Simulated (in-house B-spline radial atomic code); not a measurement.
Configurations of Sn2+, with energies counted from [Kr] 4d10 5s2. Method: scalar-relativistic (X2C) B3LYP, spin-polarised, spherical fractional occupations, exact exchange averaged over the configuration, Fermi nucleus of rms radius 4.6519 fm. Calculated with an all-electron radial atomic-structure program (B-spline basis). Shells without spins written out take the highest spin.

Occupations are held fixed; configurations that lie above the ionisation limit could autoionise.

```csv
configuration,E - E(ref) (eV),highest orbital,its <r> (bohr)
[Kr] 4d10 4f1 5s1,22.345,4f up,5.096
[Kr] 4d10 5s1 6d1,23.103,6d up,7.413
[Kr] 4d10 5s1 5f1,25.022,5f up,8.825
[Kr] 4d9 5s2 6f1,47.26,6f up,13.06
[Ar] 3d10 4s2 4p5 4d10 5s2 6p1,106.9,6p up,5.408
[Ar] 3d9 4s2 4p6 4d10 5s2 6p1,502.05,6p up,5.387
```

(1) Order these further configurations by energy, lowest first.
A. [Ar] 3d9 4s2 4p6 4d10 5s2 5f1
B. [Ar] 3d9 4s2 4p6 4d10 5s2 6d1
C. [Ar] 3d9 4s2 4p6 4d10 5s2 6f1
D. [Kr] 4d10 5s1 5d1
E. [Kr] 4d9 5s2 5d1

(2) How far above the reference does [Kr] 4d10 5s1 5p1 lie?

## Answers

(1) D (17.539 eV), E (37.751 eV), B (505.45 eV), A (507.38 eV), C (509.11 eV).

(2) 7.3533 eV; its least bound orbital is 5p up with <r> = 2.618 bohr.
